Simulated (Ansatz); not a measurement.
H4O3SeZr (`[OH][Zr]([OH])([OH])[SeH]`) at its PBE0-D4/def2-TZVP geometry, where that method's forces vanish. Charge 0, multiplicity 1. Zr: def2 effective core potential.

```
atom    x (Å)    y (Å)    z (Å)
  O1  -2.0600  -0.0422   0.2479
 Zr2  -0.1590   0.0007   0.0489
  O3   0.6157   1.6139   0.7285
  O4   0.6816  -1.4989   0.8945
 Se5   0.2179  -0.1335  -2.5410
  H6  -2.9521   0.1565   0.5174
  H7   1.1270   2.2700   1.1919
  H8   0.8593  -2.3653   1.2479
  H9   1.6696  -0.0013  -2.3359
```

Problem. For each bond, give half the difference of the two atoms' forces along it (eV/Å; positive pushes the atoms apart) under PBE-D4, r2SCAN-D4, B3LYP-D4, ωB97M-V in def2-TZVPP. (Estimate.)

Solution. Computed: 
```tsv
bond	length (Å)	PBE-D4	r2SCAN-D4	B3LYP-D4	ωB97M-V
O1–Zr2	1.912	-0.03	0.08	0.14	0.08
O1–H6	0.953	0.31	-0.03	-0.10	-0.09
Zr2–O3	1.914	-0.04	0.08	0.14	0.07
Zr2–O4	1.916	-0.03	0.08	0.14	0.07
Zr2–Se5	2.621	0.00	-0.02	0.06	-0.02
O3–H7	0.952	0.31	-0.04	-0.10	-0.08
O4–H8	0.952	0.31	-0.03	-0.10	-0.08
Se5–H9	1.472	0.25	-0.02	0.05	-0.09
```

B3LYP here is the variant with VWN-RPA as its local correlation; programs differ in this.
